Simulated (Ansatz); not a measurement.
Ansatz results at the PBE0-D4/def2-TZVP geometry: HOMO energy (B3LYP/def2-TZVPP) -7.60 eV; LUMO energy (PBE0/def2-TZVPP) 0.31 eV; HOMO–LUMO gap (ωB97M-V/def2-TZVPP) 12.23 eV.

Each molecule was computed in one conformer, which needn't be the lowest.

Q: Which molecule gave them?
A. `N[SiH2]O[SiH3]`
B. `O=C=N[SiH3]`
C. `CO[SiH3]`
D. `CC[SiH](Cl)OC`

A: A. The others give `O=C=N[SiH3]`: -8.48, 0.10, 12.62; `CO[SiH3]`: -7.97, 0.29, 12.51; `CC[SiH](Cl)OC`: -8.09, 0.85, 13.04.

B3LYP here is the variant with VWN-RPA as its local correlation; programs differ in this.
